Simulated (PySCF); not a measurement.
CH8FNSi2, SMILES C[Si@@H](F)N[SiH3]. Atoms are numbered in the order given.

```xyz
13

C      1.7037     0.9714    -0.6533
Si     0.9114    -0.5935    -0.0450
F      1.2426    -0.7031     1.5509
N     -0.7927    -0.6124    -0.3212
Si    -1.9714     0.6702    -0.2250
H      1.5372     1.1050    -1.7330
H      1.3025     1.8526    -0.1304
H      2.7887     0.9388    -0.4711
H      1.4777    -1.8244    -0.6610
H     -1.1852    -1.5468    -0.4131
H     -2.7970     0.7391    -1.4704
H     -1.2307     1.9534    -0.0568
H     -2.9098     0.4942     0.9265
```
Charge 0, spin multiplicity 1.

Coordinates come from a PBE0-D3(BJ)/def2-SVP optimisation. The structure was generated by enumeration; whether it is a known compound was not checked. One conformer was computed; it need not be the lowest.

Two levels are set side by side: PBE/pcSseg-1 (PySCF) and HF/pcSseg-1 (PySCF). GIAO shifts against CFCl3 (¹⁹F), NH3 (¹⁵N), TMS (²⁹Si), TMS (¹H), TMS (¹³C) at the same level; non-relativistic, no solvent, atoms listed together averaged. Differences are taken from unrounded values.

```tsv
quantity	HF
δ(¹³C) of C1 (ppm)	-0.8
δ(²⁹Si) of Si2 (ppm)	-10.8
δ(¹⁹F) of F3 (ppm)	-120.4
δ(¹⁵N) of N4 (ppm)	20.1
δ(²⁹Si) of Si5 (ppm)	-55.6
δ(¹H) of H9 (ppm)	4.57
δ(¹H) of H10 (ppm)	0.78
```

What does PBE give, and how far is it from HF? (Estimate from the structure and the level; the computed values follow.)


```
quantity                 PBE  PBE minus HF
--------------------  ------  ------------
δ(¹³C) of C1 (ppm)      -1.2          -0.5
δ(²⁹Si) of Si2 (ppm)    -0.9           9.9
δ(¹⁹F) of F3 (ppm)    -168.4         -48.0
δ(¹⁵N) of N4 (ppm)      41.1          21.0
δ(²⁹Si) of Si5 (ppm)   -60.4          -4.8
δ(¹H) of H9 (ppm)       5.38          0.81
δ(¹H) of H10 (ppm)      0.94          0.16
```

Rough cost on one machine, each run with all the roots and properties that it gave: HF against PBE within a factor of 2.
